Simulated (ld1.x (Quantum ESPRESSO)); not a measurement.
**Which change was made? (Sb, TM)**

antimony (Sb), norm-conserving Troullier–Martins (Kleinman–Bylander form), made with ld1.x (Quantum ESPRESSO) 7.5 (PBEsol, scalar-relativistic). Core [Kr] 4d10, reference 5s2 5p3. Waves: 5p (bound): rc 1.90 bohr; 5d channel at -0.1 Ry: rc 2.05 bohr; 5s (bound): rc 1.90 bohr. Local part: the s channel. Core correction: Bessel-smoothed model core inside 2.00 bohr.

Cutoffs, loose and tight: the cutoffs (Ry, on a coarse ladder) from which the occupation-weighted sum of valence levels, in a spherical-Bessel basis at the reference potential, stays within 10 and 1 mRy of its value at 400 Ry. They do not see the model core or the augmentation charge, which bear on the density cutoff. Test errors are all-electron minus pseudo excitation energies from the reference, over the configurations 5s2 5p2; 5s2 5p1; 5s2 5p0; 5s1 5p4; 5s0 5p5; 5s1 5p0; 5s2 5p2.5; variants that change the core or the reference have their own tests.

The base gives: outcome: generated; cutoff, loose: 30 Ry; cutoff, tight: 50 Ry; bound ghosts: d; largest test error (meV): -524.

(1) After one change the result is: outcome: generated; cutoff, loose: 40 Ry; cutoff, tight: 90 Ry; bound ghosts: p, d; largest test error (meV): -548. Which change was it?
A. all radii but the core radius scaled by about 1.12 (s 2.14, p 2.14, d 2.30 bohr)
B. all radii but the core radius scaled by about 0.90 (s 1.70, p 1.70, d 1.84 bohr)
C. all radii but the core radius scaled by about 1.37 (s 2.60, p 2.60, d 2.82 bohr)
D. all radii but the core radius scaled by about 0.78 (s 1.48, p 1.48, d 1.58 bohr)
E. all radii but the core radius scaled by about 1.23 (s 2.34, p 2.34, d 2.52 bohr)

## Answers

(1) B. The others give: all radii but the core radius scaled by about 1.23 (s 2.34, p 2.34, d 2.52 bohr) → outcome: generated; cutoff, loose: 21 Ry; cutoff, tight: 30 Ry; bound ghosts: none; largest test error (meV): -498 | all radii but the core radius scaled by about 1.12 (s 2.14, p 2.14, d 2.30 bohr) → outcome: generated; cutoff, loose: 21 Ry; cutoff, tight: 35 Ry; bound ghosts: d; largest test error (meV): -504 | all radii but the core radius scaled by about 0.78 (s 1.48, p 1.48, d 1.58 bohr) → outcome: generated; cutoff, loose: 120 Ry; cutoff, tight: 180 Ry; bound ghosts: p, d; largest test error (meV): -561 | all radii but the core radius scaled by about 1.37 (s 2.60, p 2.60, d 2.82 bohr) → outcome: generated; cutoff, loose: 15 Ry; cutoff, tight: 25 Ry; bound ghosts: none; largest test error (meV): -509.
